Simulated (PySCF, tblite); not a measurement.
Species: C2H5F3SSi.
Structure used (GFN2-xTB), in Å, numbered top down from 1:
```
atom  x, y, z in Å
C1    -1.5558    0.2020   -0.1728
C2    -0.8125   -0.8523    0.6204
S3     0.5331   -0.1359    1.6593
Si4    1.9090    0.4600    0.1968
F5     3.3486    0.6906    0.8016
F6     1.5796    1.7958   -0.5960
F7     2.0787   -0.6010   -0.9714
H8    -1.9384    0.9760    0.4881
H9    -0.9075    0.6674   -0.9122
H10   -2.3949   -0.2578   -0.6907
H11   -0.3686   -1.6084   -0.0240
H12   -1.4703   -1.3372    1.3396
```

Method used: B3LYP/def2-SVPD in PySCF (dipole) on a GFN2-xTB geometry, gas phase.

Masses are those of the commonest isotopes; rigid-rotor values at the optimised geometry. The values belong to one conformer with, in the numbering `[CH3:1][CH2:2][S:3][Si:4]([F:5])([F:6])[F:7]`, C1–C2–S3–Si4 -70°.

(1) Give the principal moments of inertia and the rotational constants in GHz.

(2) Classify the top.

(3) Is it planar, by Δ = Ic − Ia − Ib?

(4) Give the other two planar moments, Paa and Pbb, and the rms extents of the mass along the axes.

(5) Where do the levels up to J = 2 lie, in K?

(6) Which types of transition are allowed, and where do some lines up to J = 4 fall?

(7) Estimate the classical rotational partition function at 10 K, 25 K and 500 K.

Answers

(1) Ia = 187.15, Ib = 399.20, Ic = 449.20 u·Å²; 505379 MHz·u·Å²/I gives 2700, 1266 and 1125 MHz, that is A = 2.7005, B = 1.2660, C = 1.1251 GHz.

(2) An asymmetric top; Ray's κ = -0.821.

(3) Not planar: Δ = Ic − Ia − Ib = -137.14 u·Å². For a rigid frame Δ = −2 Σ m c², so Σ m c² = 68.57 u·Å² lies off the ab plane: 4.65 from hydrogen and 63.92 from heavier atoms. The atom farthest from that plane is 1.53 Å away.

(4) Paa = Σ m a² = (Ib + Ic − Ia)/2 = 330.63 and Pbb = Σ m b² = (Ia + Ic − Ib)/2 = 118.57 u·Å². With the mass M = 145.98 u, the rms extents √(P/M) along a, b and c are 1.50, 0.90, 0.69 Å.

(5) Above 0(0,0), as E/k:
J = 1: 1(0,1) 0.115, 1(1,1) 0.184, 1(1,0) 0.190
J = 2: 2(0,2) 0.344, 2(1,2) 0.406, 2(1,1) 0.427, 2(2,1) 0.633, 2(2,0) 0.634
Those of J = 1 are B + C, A + C and A + B.

(6) The dipole components are |μa| = 3.30 D, |μb| = 0.02 D, |μc| = 0.38 D. Intensities carry the squares of the components, which stand as 1.00 : 0.00 : 0.01 (a : b : c). Some lines, for components of 0.1 D or more:

```json
{"type": "a", "branch": "Q", "J(Ka,Kc)": "2(1,1) ← 2(1,2)", "MHz": "423", "lower level (cm⁻¹)": "0.282"}
{"type": "c", "branch": "Q", "J(Ka,Kc)": "2(1,2) ← 2(0,2)", "MHz": "1303", "lower level (cm⁻¹)": "0.239"}
{"type": "a", "branch": "Q", "J(Ka,Kc)": "4(1,3) ← 4(1,4)", "MHz": "1406", "lower level (cm⁻¹)": "0.823"}
{"type": "c", "branch": "Q", "J(Ka,Kc)": "4(2,3) ← 4(1,3)", "MHz": "3830", "lower level (cm⁻¹)": "0.870"}
{"type": "c", "branch": "R", "J(Ka,Kc)": "1(1,0) ← 0(0,0)", "MHz": "3966", "lower level (cm⁻¹)": "0.000"}
{"type": "a", "branch": "R", "J(Ka,Kc)": "2(1,1) ← 1(1,0)", "MHz": "4923", "lower level (cm⁻¹)": "0.132"}
{"type": "c", "branch": "R", "J(Ka,Kc)": "2(1,1) ← 1(0,1)", "MHz": "6498", "lower level (cm⁻¹)": "0.080"}
{"type": "a", "branch": "R", "J(Ka,Kc)": "3(1,3) ← 2(1,2)", "MHz": "6956", "lower level (cm⁻¹)": "0.282"}
{"type": "a", "branch": "R", "J(Ka,Kc)": "3(0,3) ← 2(0,2)", "MHz": "7134", "lower level (cm⁻¹)": "0.239"}
{"type": "a", "branch": "R", "J(Ka,Kc)": "3(2,2) ← 2(2,1)", "MHz": "7173", "lower level (cm⁻¹)": "0.440"}
{"type": "a", "branch": "R", "J(Ka,Kc)": "3(2,1) ← 2(2,0)", "MHz": "7212", "lower level (cm⁻¹)": "0.440"}
{"type": "a", "branch": "R", "J(Ka,Kc)": "4(3,2) ← 3(3,1)", "MHz": "9583", "lower level (cm⁻¹)": "0.931"}
{"type": "a", "branch": "R", "J(Ka,Kc)": "4(3,1) ← 3(3,0)", "MHz": "9585", "lower level (cm⁻¹)": "0.931"}
{"type": "a", "branch": "R", "J(Ka,Kc)": "4(2,2) ← 3(2,1)", "MHz": "9652", "lower level (cm⁻¹)": "0.681"}
{"type": "a", "branch": "R", "J(Ka,Kc)": "4(1,3) ← 3(1,2)", "MHz": "9825", "lower level (cm⁻¹)": "0.543"}
{"type": "c", "branch": "R", "J(Ka,Kc)": "3(2,1) ← 2(1,1)", "MHz": "11526", "lower level (cm⁻¹)": "0.297"}
{"type": "c", "branch": "R", "J(Ka,Kc)": "4(1,3) ← 3(0,3)", "MHz": "11795", "lower level (cm⁻¹)": "0.477"}
{"type": "c", "branch": "R", "J(Ka,Kc)": "3(2,2) ← 2(1,2)", "MHz": "11899", "lower level (cm⁻¹)": "0.282"}
{"type": "c", "branch": "R", "J(Ka,Kc)": "4(2,2) ← 3(1,2)", "MHz": "13800", "lower level (cm⁻¹)": "0.543"}
{"type": "c", "branch": "R", "J(Ka,Kc)": "3(3,0) ← 2(2,0)", "MHz": "14694", "lower level (cm⁻¹)": "0.440"}
{"type": "c", "branch": "R", "J(Ka,Kc)": "4(4,1) ← 3(3,1)", "MHz": "20100", "lower level (cm⁻¹)": "0.931"}
```

(7) Point group C1, symmetry number σ = 1; q = (√π/σ)·√((kT/h)³/(ABC)), k/h = 20836.6 MHz/K: 2720 at 10 K, 10700 at 25 K, 961000 at 500 K.

Its GFN2-xTB frequencies are all real (lowest 24 cm⁻¹). Zero-point vibration and centrifugal distortion are left out. A rigid rotor knows nothing of internal rotation, which can split or shift real lines.

Hardware: one thread, Intel Xeon at 2.50 GHz (x86_64), no GPU, on a shared host. Cost: 86 s of wall time (with the writing of density and orbital grids), 0.75 GiB resident at most. This is the B3LYP/def2-SVPD job that gave the dipole, with the excitations it also computed.
